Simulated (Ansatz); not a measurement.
Ansatz results at the PBE0-D4/def2-TZVP geometry: size of the dipole moment (ωB97M-V/def2-TZVPP) 1.91 D; HOMO–LUMO gap (B3LYP/def2-TZVPP) 7.81 eV; LUMO energy (B3LYP/def2-TZVPP) -1.53 eV.

Each molecule was computed in one conformer, which needn't be the lowest.

(1) Which molecule gave them?
A. `[O]=[Ta]([F])([F])[F]`
B. `[NH2][Ta]([OH])([OH])=[S]`
C. `[NH2][Ta]([NH2])(=[O])[Cl]`
D. `[OH][Ta]([OH])([OH])([F])[F]`

Answers

(1) D. The others give `[NH2][Ta]([OH])([OH])=[S]`: 2.18, 5.86, -1.28; `[NH2][Ta]([NH2])(=[O])[Cl]`: 4.35, 6.53, -1.10; `[O]=[Ta]([F])([F])[F]`: 1.91, 8.15, -1.85.

B3LYP here is the variant with VWN-RPA as its local correlation; programs differ in this.
